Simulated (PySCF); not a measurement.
Mayer bond orders and bond lengths

Compound: C6H13PS.
Numbering: `[CH2:1]=[CH:2][P@H:3](=[S:4])[C:5]([CH3:6])([CH3:7])[CH3:8]` (hydrogens: H9, H10 on C1; H11 on C2; H12 on P3; H13, H14, H15 on C6; H16, H17, H18 on C7; H19, H20, H21 on C8)

Geometry (GFN2-xTB, Å), atoms numbered from 1 in this order:
```xyz
21
C6H13PS angstrom
C      3.0026    0.7900   -0.1774
C      2.1296   -0.2008   -0.0964
P      0.5712   -0.1106   -1.0213
S      0.4827    1.2680   -2.3667
C     -0.8158   -0.1343    0.2371
C     -0.6107   -1.2675    1.2349
C     -2.0970   -0.3398   -0.5653
C     -0.8139    1.2245    0.9259
H      2.7853    1.6536   -0.7893
H      3.9479    0.7811    0.3403
H      2.3087   -1.0939    0.4872
H      0.4884   -1.4299   -1.4982
H     -1.4905   -1.3581    1.8703
H     -0.4642   -2.2164    0.7197
H      0.2500   -1.0769    1.8728
H     -2.9673   -0.3016    0.0876
H     -2.0836   -1.3067   -1.0698
H     -2.1949    0.4402   -1.3200
H     -1.6406    1.2983    1.6304
H     -0.9172    2.0180    0.1859
H      0.1205    1.3798    1.4666
```

Bond orders from the PBE0/pcSseg-1 density (PySCF). Geometry: GFN2-xTB, one conformer, isolated molecule.

How far do the computed orders between heavy atoms stray from the drawn ones?

The largest departure is 0.332, at P3–S4 (drawn double, 1.668). Drawn single, order below 0.88: P3–C5 (0.830). Drawn double or triple, more than 0.30 short of the drawn order: P3–S4 (1.668).

Give the Mayer order of every bond between heavy atoms, beside its length.

```json
{"bond": "C1–C2", "drawn as": "double", "length (Å)": "1.323", "Mayer order": "1.964"}
{"bond": "C2–P3", "drawn as": "single", "length (Å)": "1.814", "Mayer order": "0.883"}
{"bond": "P3–S4", "drawn as": "double", "length (Å)": "1.928", "Mayer order": "1.668"}
{"bond": "P3–C5", "drawn as": "single", "length (Å)": "1.873", "Mayer order": "0.830"}
{"bond": "C5–C6", "drawn as": "single", "length (Å)": "1.524", "Mayer order": "0.985"}
{"bond": "C5–C7", "drawn as": "single", "length (Å)": "1.526", "Mayer order": "1.011"}
{"bond": "C5–C8", "drawn as": "single", "length (Å)": "1.523", "Mayer order": "0.998"}
```

By pair of heavy elements: C–C: lowest C5–C6 (0.985, 1.524 Å), highest C1–C2 (1.964, 1.323 Å). C–P: lowest P3–C5 (0.830, 1.873 Å), highest C2–P3 (0.883, 1.814 Å).

And the bonds to hydrogen?

C–H: 0.93 to 0.96 (12 bonds); H–P: 0.86 (1 bond).

Sum the orders of all bonds at each heavy atom with more than one neighbour and set the sums beside the valence in the SMILES.

C1 3.848 (drawn 4), C2 3.779 (drawn 4), P3 4.245 (drawn 5), C5 3.824 (drawn 4), C6 3.861 (drawn 4), C7 3.875 (drawn 4), C8 3.864 (drawn 4). Orders between atoms that aren't bonded are not in these sums.

Mayer orders depend on the basis set.
